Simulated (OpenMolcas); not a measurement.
Cu2+ with its 6 nearest fluoride ions at 2.118 Å, on the Ca site of CsCaF3 (a = 4.526 Å, distance in the model lattice 2.263 Å). The rest of the host is ab initio model potentials to 7.6 Å, with orthogonalisation functions on the cations behind the ligands, and point charges beyond; the distance is set by hand and nothing relaxes. Ligand basis ANO-RCC-VDZP.
```
Cu    0.0000    0.0000    0.0000
F     2.1180    0.0000    0.0000
F     0.0000    2.1180    0.0000
F    -2.1180    0.0000    0.0000
F     0.0000   -2.1180    0.0000
F     0.0000    0.0000    2.1180
F     0.0000    0.0000   -2.1180
```

- Program: OpenMolcas
- Method: SS-CASPT2, IPEA 0.25 Eh, imaginary shift 0.1 Eh (closed shells correlated: 3s 3p and the ligand valence shells)
- Basis: ANO-RCC-VDZP [5s4p2d1f]
- Scalar Hamiltonian: DKH2, point nucleus
- Active space: 9 electrons in 5 orbitals (3d)
- State averaging: 2S+1 = 2 even, 5 roots
- Spin-orbit coupling: RASSI with atomic mean-field integrals over the reference wave functions

(1) What is the spin-free ground state (labels of O, the rotations of Oh)?

(2) Where is the first state of the same spin?

(3) What are the lowest two levels with spin-orbit coupling?

(4) What is χT at 300 K, and how does it compare with the textbook value?

(5) Which ligand-field parameters describe the states?

## Answers

(1) 2E, 2-fold in its orbital part, 100 % from free-ion D terms; it has the highest spin that d9 allows.

(2) 2T2 at 5790 cm-1 above the ground state.

(3) A 4-fold level Γ8, then a 2-fold level Γ7 5130 cm-1 above it. Their leading multiplicities are 2 (100 %) and 2 (100 %).

(4) The lowest level has 2S+1 = 2, for which the spin-only value is χT = S(S+1) / 2 = 0.375 cm3 K/mol (g = 2). The computed 0.630 at 300 K differs by +0.255, through orbital momentum, spin-orbit coupling and any other state in reach.

(5) The gap between the two states is 10Dq = 5788 cm-1. 

Over all roots computed the reference weight is 0.73; a low but even weight reflects the number of correlated electrons. An orbital doublet at a regular site is open to a Jahn-Teller distortion, which this geometry leaves out. A single d shell leaves out the double-shell effect, which counts most for late 3d ions, where the CASPT2 field can be off either way by tens of per cent. Ligand-to-metal charge-transfer states are missing. With one d shell and no ligand orbital active, 10Dq can be off by tens of per cent for divalent 3d ions, low with halides held by bare charges and at times high in hosts, and the orbital part of g and χT goes as 1/10Dq. Free-ion shares, where given, are those of the reference states; single-state CASPT2 does not remix them. No measured value stands beside these numbers; the geometry was set by hand and not optimised.
